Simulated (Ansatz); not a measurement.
```yaml
crystal:
  periodic: [false, false, false]
  atoms:
    - {symbol: F, position_ang: [-5.665099, 4.795646, 2.095538]}
    - {symbol: Ga, position_ang: [-2.492198, 2.710901, 2.842438]}
    - {symbol: O, position_ang: [-1.047827, 0.701534, -0.198494]}
    - {symbol: Si, position_ang: [1.670598, -1.531732, -0.992790]}
    - {symbol: H, position_ang: [3.500776, -0.217952, -3.360399]}
    - {symbol: H, position_ang: [0.466575, -4.393549, -2.013718]}
    - {symbol: H, position_ang: [3.567175, -2.064847, 1.627425]}
basis:
  gaussian: {orbitals: pcseg-2, point_charges: [{charge: 2.00, position_ang: [5.497, -0.979, 0.640]}]}
magnetization: {spin_polarized: true, initial_magnetization: 1}
hamiltonian: {xc: {name: BLYP}}
output: {forces: true}
```

```sh
$ ansatz run in.yaml --threads 4 --pin off --events-out ev --progress --plain --max-ram 10444MiB
```

It prints (some lines left out):

```
Functional definition: BLYP
1101 factors; their error is unknown
mean field evaluation 1: about -65000.8836 eV, gradient 8.6e1 eV
mean field evaluation 2: about -64235.9064 eV, gradient 1.7e2 eV
mean field evaluation 4: about -65005.6800 eV, gradient 8.7e1 eV
mean field evaluation 8: about -65005.6804 eV, gradient 8.7e1 eV
mean field evaluation 16: about -65060.2278 eV, gradient 2.2e0 eV
mean field evaluation 32: about -65060.9563 eV, gradient 1.4e-1 eV
mean field evaluation 96: about -65061.0649 eV, gradient 2.5e-4 eV
mean field evaluation 352: about -65061.0623 eV, gradient 4.0e-3 eV
mean field -65061.06489511 eV, -2390.9500349217 hartree, gradient 1.5e-9 eV, S^2 2.708493; 12 other end points of the search recorded, 0 dependent functions left out
reference -65061.06552156 eV, -2390.9500579431 hartree; 33, 32 occupied and 146, 147 virtual orbitals, 1101 factors
Total energy: -65061.06552156 eV, -2390.9500579431 hartree
Atom 0 at    -5.665099     4.795646     2.095538 Å, force     0.320401    -0.205042     0.069032 eV/Å
Atom 1 at    -2.492198     2.710901     2.842438 Å, force    -0.366405     0.122258    -0.220903 eV/Å
Atom 2 at    -1.047827     0.701534    -0.198494 Å, force     0.436777    -0.236860     0.083755 eV/Å
Atom 3 at     1.670598    -1.531732    -0.992790 Å, force     0.012611     0.062358     0.166817 eV/Å
Atom 4 at     3.500776    -0.217952    -3.360399 Å, force    -0.211161    -0.168678     0.467293 eV/Å
Atom 5 at     0.466575    -4.393549    -2.013718 Å, force     0.053166     0.240875     0.104866 eV/Å
Atom 6 at     3.567175    -2.064847     1.627425 Å, force     2.680544     1.956766    -2.215506 eV/Å
Dipole moment:    -3.480257     1.859828     0.539571 e Å
```

In this input the geometry is stretched to more than twice its size. The calculation finished and met its thresholds. The result belongs to that input, not to the molecule as meant.
